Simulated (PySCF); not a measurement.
**Correlation energy of Pb⁺ (lead, charge +1)**

[Xe] 4f14 5d10 6s2 6p1, 2P determinant. All numbers are calculated (PySCF 2.14, a scalar-relativistic core potential, in aug-cc-pVDZ-PP with ECP60MDF (5s4p3d, 32 functions)). Frozen: 5s2 5p6 5d10; 3 electrons correlated.

MP2 pair energies summed by pair of shells (mhartree):

```tsv
pair	energy	share (%)
6s-6s	-13.06	59.0
6s-6p	-9.07	41.0
```

Total MP2 correlation energy: -22.13 mhartree.

Same-spin part -1.82 and opposite-spin part -20.32 mhartree; SCS-MP2 scales them by 1/3 and 6/5 to -24.98 mhartree.

```csv
level,correlation energy (mhartree)
CCSD,-31.72
(T),-0.23
CCSD(T),-31.95
```

Diagnostics: T1 = 0.0072, D1 = 0.0162, largest double amplitude 0.073.

Question: Is a single reference adequate?

Answer: Mostly. T1 lies below 0.03, but a double amplitude of this size points to a near-degeneracy that CCSD handles and MP2 describes poorly.
